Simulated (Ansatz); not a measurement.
System: sum formula AlHCl2, net charge 0, singlet state. 
Structure (B3LYP-D3(BJ)/def2-TZVP (Ansatz, a quantum-chemistry and plane-wave program) minimum search):
```xyz
4

Cl     1.7940    -0.3221     0.1268
Al     0.0004     0.6802    -0.2572
Cl    -1.7944    -0.3237     0.1174
H      0.0012     2.1366    -0.8077
```

Property: vertical triplet-singlet gap (E(triplet) - E(singlet); each state is the SCF solution reached for its spin), in kcal/mol. Valence correlation only, unless marked. UHF or UKS for open shells. No spin-orbit coupling. Non-relativistic. Basis-set limits of correlation are two-point, X^-3; Hartree-Fock from the larger set.

CCSD(T)/CBS(aug-cc-pV(T+d)Z,aug-cc-pV(Q+d)Z) (Ansatz) gives 150.3 kcal/mol.

Problem. Another calculation gave 138.1 kcal/mol. Which level was it?
A) wB97X-V/def2-TZVPD (Ansatz)
B) BHLYP/def2-TZVPD (Ansatz)
C) B2PLYP/def2-TZVPD (Ansatz)
D) B3LYP/def2-TZVPD (Ansatz)

Solution. D, B3LYP/def2-TZVPD (Ansatz). The others give 152.0 (wB97X-V), 148.6 (BHLYP), 145.3 (B2PLYP) kcal/mol.
